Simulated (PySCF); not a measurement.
C7H8N2.
SMILES with atom numbers: `[CH3:1]/[N:2]=[CH:3]\[c:4]1[cH:5][cH:6][n:7][cH:8][cH:9]1` (hydrogens: H10, H11, H12 on C1; H13 on C3; H14 on C5; H15 on C6; H16 on C8; H17 on C9)

The same species was optimised twice, with GFN2-xTB and with PBE0-D3(BJ)/def2-SVP (PySCF), and the same property calculations (PySCF, gas phase) were run on both structures.

| coordinate | GFN2-xTB | PBE0-D3(BJ)/def2-SVP | change |
| --- | --- | --- | --- |
| N2=C3 (Å) | 1.257 | 1.268 | +0.011 |
| C6–N7 (Å) | 1.321 | 1.330 | +0.009 |
| C8–C9 (Å) | 1.384 | 1.393 | +0.009 |
| C3–C4 (Å) | 1.477 | 1.486 | +0.009 |
| N7–C8 (Å) | 1.323 | 1.331 | +0.008 |
| C5–C6 (Å) | 1.386 | 1.394 | +0.008 |
| C4–C5 (Å) | 1.394 | 1.400 | +0.006 |
| C4–C9 (Å) | 1.394 | 1.400 | +0.006 |
| C1–N2 (Å) | 1.430 | 1.435 | +0.005 |
| C3–C4–C5 (°) | 122.5 | 123.7 | +1.2 |
| C3–C4–C9 (°) | 119.8 | 119.1 | -0.7 |
| C5–C4–C9 (°) | 117.7 | 117.1 | -0.6 |
| C1–N2–C3 (°) | 123.5 | 122.9 | -0.6 |
| C4–C9–C8 (°) | 118.7 | 119.2 | +0.5 |
| C6–N7–C8 (°) | 117.9 | 117.5 | -0.4 |
| C4–C5–C6 (°) | 118.6 | 118.9 | +0.3 |
| N2–C3–C4 (°) | 129.6 | 129.9 | +0.3 |
| N2–C3–C4–C5 (°) | -50 | -42 | +8 |

Rotational constants: A = 3980, B = 1117, C = 947.9 MHz (GFN2-xTB) against A = 4006, B = 1105, C = 919.9 MHz (PBE0-D3(BJ)/def2-SVP). Point groups within 0.08 Å: C1 and C1.

On the GFN2-xTB structure: lowest singlet, TDDFT (eV) 4.38 [wB97X-D/def2-SVPD]; lowest triplet, Tamm–Dancoff (eV) 3.74 [wB97X-D/def2-SVPD]; isotropic polarisability (au) 93.6 [wB97X-D/def2-SVPD]; HOMO (eV) -9.09 [wB97X-D/def2-SVPD]; LUMO (eV) 0.15 [wB97X-D/def2-SVPD]; dipole (D) 0.48 [wB97X-D/def2-SVPD]; HOMO (eV) -7.15 [PBE0/pcSseg-1]; LUMO (eV) -1.52 [PBE0/pcSseg-1]; dipole (D) 0.57 [PBE0/pcSseg-1]; GIAO shielding of C1 (ppm) 143.8 [PBE0/pcSseg-1]; GIAO shielding of N2 (ppm) -128.2 [PBE0/pcSseg-1]; GIAO shielding of C3 (ppm) 22.2 [PBE0/pcSseg-1]; GIAO shielding of C4 (ppm) 41.9 [PBE0/pcSseg-1]; GIAO shielding of C5/C9 (mean) (ppm) 60.0 [PBE0/pcSseg-1]; GIAO shielding of C6/C8 (mean) (ppm) 30.6 [PBE0/pcSseg-1]; GIAO shielding of N7 (ppm) -96.7 [PBE0/pcSseg-1].

Task: What do these properties become on the PBE0-D3(BJ)/def2-SVP structure?

Result: 
| property | level | on GFN2-xTB | on PBE0-D3(BJ)/def2-SVP | change |
| --- | --- | --- | --- | --- |
| lowest singlet, TDDFT (eV) | wB97X-D/def2-SVPD | 4.38 | 4.26 | -0.12 |
| lowest triplet, Tamm–Dancoff (eV) | wB97X-D/def2-SVPD | 3.74 | 3.62 | -0.12 |
| isotropic polarisability (au) | wB97X-D/def2-SVPD | 93.6 | 95.8 | +2.2 |
| HOMO (eV) | wB97X-D/def2-SVPD | -9.09 | -9.14 | -0.05 |
| LUMO (eV) | wB97X-D/def2-SVPD | 0.15 | -0.03 | -0.18 |
| dipole (D) | wB97X-D/def2-SVPD | 0.48 | 0.47 | -0.01 |
| energy, GFN2-xTB geometry as zero (kcal/mol) | wB97X-D/def2-SVPD | 0.0 | -0.9 | -0.9 |
| HOMO (eV) | PBE0/pcSseg-1 | -7.15 | -7.20 | -0.05 |
| LUMO (eV) | PBE0/pcSseg-1 | -1.52 | -1.69 | -0.17 |
| dipole (D) | PBE0/pcSseg-1 | 0.57 | 0.56 | -0.01 |
| energy, GFN2-xTB geometry as zero (kcal/mol) | PBE0/pcSseg-1 | 0.0 | -0.5 | -0.5 |
| GIAO shielding of C1 (ppm) | PBE0/pcSseg-1 | 143.8 | 141.9 | -1.9 |
| GIAO shielding of N2 (ppm) | PBE0/pcSseg-1 | -128.2 | -133.1 | -4.9 |
| GIAO shielding of C3 (ppm) | PBE0/pcSseg-1 | 22.2 | 19.8 | -2.4 |
| GIAO shielding of C4 (ppm) | PBE0/pcSseg-1 | 41.9 | 42.0 | +0.1 |
| GIAO shielding of C5/C9 (mean) (ppm) | PBE0/pcSseg-1 | 60.0 | 57.1 | -2.9 |
| GIAO shielding of C6/C8 (mean) (ppm) | PBE0/pcSseg-1 | 30.6 | 28.1 | -2.5 |
| GIAO shielding of N7 (ppm) | PBE0/pcSseg-1 | -96.7 | -102.6 | -5.9 |

The heavy atoms differ by 0.071 Å rms after alignment. Among bonds between heavy atoms N2=C3 changes most (+0.011 Å). Changes are differences of the printed values. Neither structure is proved a minimum here.

Conformer computed: `[CH3:1]/[N:2]=[CH:3]\[c:4]1[cH:5][cH:6][n:7][cH:8][cH:9]1`: N2–C3–C4–C5 -42°.

wB97X-D is run here without its empirical dispersion term; that term would change no orbital, density or response property at a fixed geometry.
